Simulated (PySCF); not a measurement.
## [Lu(NH2)2]+ relaxed at several levels

Computed with PySCF 2.14.0, PBE0, def2-SVP on the ligands, density fitting, scalar-relativistic core potentials, no spin-orbit coupling, vacuum. Each row is relaxed at its own level from the same template. Distances are means of the shortest metal–ligand contacts, charges and spins Mulliken's; removal energies are rigid, with the ligand's formal charge and no counterpoise, so too large; for an anion taken off a cation in vacuum most of it is the attraction of opposite charges, and multiply charged cations can part far more cheaply with an electron moved from ligand to metal. lcecp potentials hold a fixed number of 4f electrons in the core, out of states, spins and gaps.

```csv
level,basis on the metal,point group,M–NH2 (Å),charge on M (e),HOMO–LUMO gap (eV),removal of one NH2 (eV),"strongest infrared band, degenerate modes summed (cm⁻¹)",unstable modes (below −25 cm⁻¹)
PBE0,def2-SVP with ECP28,C2v,2.003,1.34,4.73,17.76,619,0
```

Task: What does the calculation give for PBE0, lcecp-1-SVP with ECP60?

Result: point group: C2v, M–NH2 (Å): 2.026, charge on M (e): 1.16, removal of one NH2 (eV): 17.58, strongest infrared band, degenerate modes summed (cm⁻¹): 620, unstable modes (below −25 cm⁻¹): 0.
```xyz
7

Lu    0.0000    0.0000   -0.2595
N     1.6067    0.1627    0.9632
H     1.5336    0.1701    1.9828
H     2.6011    0.2528    0.7471
N    -1.6067   -0.1627    0.9632
H    -1.5336   -0.1701    1.9828
H    -2.6011   -0.2528    0.7471
```

Moved off a saddle point of the template and relaxed again: PBE0, PBE0. One start shape was tried for each, so a minimum needn't be the lowest isomer.
